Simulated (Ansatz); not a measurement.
The cluster Zn₂S⁺. Charge 1, multiplicity 2. Geometry r2SCAN-D4/def2-TZVP.

```xyz
3

Zn    1.106   -1.413   -0.477
Zn   -0.915    1.094    1.188
S    -0.191    0.318   -0.711
```

B3LYP takes the VWN-RPA correlation. The structure comes from a short search, and lower isomers may exist.

(1) Estimate the α-spin orbital energies around the gap (eV) in Ansatz with PBE-D4/def2-SVP, PBE-D4/def2-TZVP, r2SCAN-D4/def2-TZVP, B3LYP-D4/def2-TZVP, PBE0-D4/def2-SVP.

Answers

(1) 
```json
{"orbital": "HOMO−13", "PBE-D4/def2-SVP": "-17.48", "PBE-D4/def2-TZVP": "-18.05", "r2SCAN-D4/def2-TZVP": "-18.40", "B3LYP-D4/def2-TZVP": "-20.27", "PBE0-D4/def2-SVP": "-20.31"}
{"orbital": "HOMO−12", "PBE-D4/def2-SVP": "-17.11", "PBE-D4/def2-TZVP": "-17.75", "r2SCAN-D4/def2-TZVP": "-18.11", "B3LYP-D4/def2-TZVP": "-20.06", "PBE0-D4/def2-SVP": "-20.09"}
{"orbital": "HOMO−11", "PBE-D4/def2-SVP": "-17.06", "PBE-D4/def2-TZVP": "-17.70", "r2SCAN-D4/def2-TZVP": "-18.07", "B3LYP-D4/def2-TZVP": "-20.03", "PBE0-D4/def2-SVP": "-20.06"}
{"orbital": "HOMO−10", "PBE-D4/def2-SVP": "-17.01", "PBE-D4/def2-TZVP": "-17.66", "r2SCAN-D4/def2-TZVP": "-18.02", "B3LYP-D4/def2-TZVP": "-19.99", "PBE0-D4/def2-SVP": "-20.02"}
{"orbital": "HOMO−9", "PBE-D4/def2-SVP": "-16.98", "PBE-D4/def2-TZVP": "-17.64", "r2SCAN-D4/def2-TZVP": "-18.01", "B3LYP-D4/def2-TZVP": "-19.98", "PBE0-D4/def2-SVP": "-20.00"}
{"orbital": "HOMO−8", "PBE-D4/def2-SVP": "-16.93", "PBE-D4/def2-TZVP": "-17.61", "r2SCAN-D4/def2-TZVP": "-17.99", "B3LYP-D4/def2-TZVP": "-19.96", "PBE0-D4/def2-SVP": "-19.97"}
{"orbital": "HOMO−7", "PBE-D4/def2-SVP": "-16.92", "PBE-D4/def2-TZVP": "-17.61", "r2SCAN-D4/def2-TZVP": "-17.99", "B3LYP-D4/def2-TZVP": "-19.96", "PBE0-D4/def2-SVP": "-19.97"}
{"orbital": "HOMO−6", "PBE-D4/def2-SVP": "-16.92", "PBE-D4/def2-TZVP": "-17.59", "r2SCAN-D4/def2-TZVP": "-17.96", "B3LYP-D4/def2-TZVP": "-19.94", "PBE0-D4/def2-SVP": "-19.96"}
{"orbital": "HOMO−5", "PBE-D4/def2-SVP": "-16.92", "PBE-D4/def2-TZVP": "-17.59", "r2SCAN-D4/def2-TZVP": "-17.96", "B3LYP-D4/def2-TZVP": "-19.94", "PBE0-D4/def2-SVP": "-19.96"}
{"orbital": "HOMO−4", "PBE-D4/def2-SVP": "-16.86", "PBE-D4/def2-TZVP": "-17.45", "r2SCAN-D4/def2-TZVP": "-17.81", "B3LYP-D4/def2-TZVP": "-19.69", "PBE0-D4/def2-SVP": "-19.72"}
{"orbital": "HOMO−3", "PBE-D4/def2-SVP": "-13.78", "PBE-D4/def2-TZVP": "-14.08", "r2SCAN-D4/def2-TZVP": "-14.25", "B3LYP-D4/def2-TZVP": "-14.91", "PBE0-D4/def2-SVP": "-14.80"}
{"orbital": "HOMO−2", "PBE-D4/def2-SVP": "-12.54", "PBE-D4/def2-TZVP": "-12.88", "r2SCAN-D4/def2-TZVP": "-13.03", "B3LYP-D4/def2-TZVP": "-13.70", "PBE0-D4/def2-SVP": "-13.51"}
{"orbital": "HOMO−1", "PBE-D4/def2-SVP": "-11.04", "PBE-D4/def2-TZVP": "-11.39", "r2SCAN-D4/def2-TZVP": "-11.55", "B3LYP-D4/def2-TZVP": "-12.24", "PBE0-D4/def2-SVP": "-12.08"}
{"orbital": "HOMO", "PBE-D4/def2-SVP": "-10.01", "PBE-D4/def2-TZVP": "-10.32", "r2SCAN-D4/def2-TZVP": "-10.53", "B3LYP-D4/def2-TZVP": "-10.80", "PBE0-D4/def2-SVP": "-10.53"}
{"orbital": "LUMO", "PBE-D4/def2-SVP": "-9.47", "PBE-D4/def2-TZVP": "-9.78", "r2SCAN-D4/def2-TZVP": "-9.93", "B3LYP-D4/def2-TZVP": "-9.37", "PBE0-D4/def2-SVP": "-8.91"}
{"orbital": "LUMO+1", "PBE-D4/def2-SVP": "-5.65", "PBE-D4/def2-TZVP": "-6.60", "r2SCAN-D4/def2-TZVP": "-6.37", "B3LYP-D4/def2-TZVP": "-6.04", "PBE0-D4/def2-SVP": "-4.76"}
{"orbital": "LUMO+2", "PBE-D4/def2-SVP": "-5.20", "PBE-D4/def2-TZVP": "-6.14", "r2SCAN-D4/def2-TZVP": "-5.89", "B3LYP-D4/def2-TZVP": "-5.57", "PBE0-D4/def2-SVP": "-4.29"}
{"orbital": "LUMO+3", "PBE-D4/def2-SVP": "-4.80", "PBE-D4/def2-TZVP": "-5.69", "r2SCAN-D4/def2-TZVP": "-5.37", "B3LYP-D4/def2-TZVP": "-5.15", "PBE0-D4/def2-SVP": "-3.89"}
{"orbital": "LUMO+4", "PBE-D4/def2-SVP": "-4.49", "PBE-D4/def2-TZVP": "-5.66", "r2SCAN-D4/def2-TZVP": "-5.37", "B3LYP-D4/def2-TZVP": "-5.08", "PBE0-D4/def2-SVP": "-3.52"}
{"orbital": "LUMO+5", "PBE-D4/def2-SVP": "-2.44", "PBE-D4/def2-TZVP": "-4.01", "r2SCAN-D4/def2-TZVP": "-3.42", "B3LYP-D4/def2-TZVP": "-3.47", "PBE0-D4/def2-SVP": "-1.74"}
{"orbital": "β HOMO", "PBE-D4/def2-SVP": "-10.93", "PBE-D4/def2-TZVP": "-11.28", "r2SCAN-D4/def2-TZVP": "-11.45", "B3LYP-D4/def2-TZVP": "-12.14", "PBE0-D4/def2-SVP": "-11.99"}
{"orbital": "β LUMO", "PBE-D4/def2-SVP": "-9.34", "PBE-D4/def2-TZVP": "-9.63", "r2SCAN-D4/def2-TZVP": "-9.20", "B3LYP-D4/def2-TZVP": "-9.07", "PBE0-D4/def2-SVP": "-8.36"}
```
